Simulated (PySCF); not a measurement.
**Radial density of Ga²⁷⁺ (gallium, charge +27)**

r2SCAN0, [He] 2s2, closed-shell 1S. Computed with PySCF 2.14 in an even-tempered Gaussian basis (17 s from 8.1 bohr⁻², ratio 2.2; 8 p from 13 bohr⁻², ratio 2.4; 5 d from 38 bohr⁻², ratio 2.4; 5 f from 57 bohr⁻², ratio 2.4; 4 g from 85 bohr⁻², ratio 2.4), with the non-relativistic Hamiltonian (point nucleus).

```tsv
r (bohr)	4πr²ρ (e/bohr)
0.000820	0.1658
0.00138	0.4531
0.00232	1.209
0.00390	3.101
0.00657	7.434
0.0110	15.91
0.0186	28.08
0.0313	35.69
0.0526	25.86
0.0884	9.603
0.149	10.72
0.250	7.169
0.421	0.5146
0.708	0.001447
```
